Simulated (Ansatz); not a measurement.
Al$_{2}$GeH$_{5}$N. Total charge 0; spin multiplicity 1. Correlated methods include outer-core shells of Ge, which these sets cover unevenly. Scalar relativity is left out up to krypton. The bonds changed during the relaxation, so this is another structure than the one it started from.

```xyz
9

N     0.7446   -0.9971    0.0054
Ge    0.4833    0.7807   -0.9455
Al   -0.6330    1.8012    0.8805
Al   -1.0441   -0.6208    0.6771
H     0.8326   -1.7762   -0.6379
H     1.5422   -1.0089    0.6246
H     1.2557    0.4855   -2.2595
H    -1.2407    3.2652    0.8734
H    -1.9405   -1.9297    0.7818
```

Q: Give the diagnostics of a CCSD(T)/def2-TZVPP run (frozen core, the Gaussian-basis code of Ansatz). (An estimate is asked.)

A: Ansatz gave: T1 = 0.0139, largest single amplitude 0.018, largest double 0.080, (T) share of the correlation energy 4.4 %, 10 CCSD cycles. The RHF solution is stable towards an unrestricted one. T1 lies under the customary mark of 0.02 for closed shells.
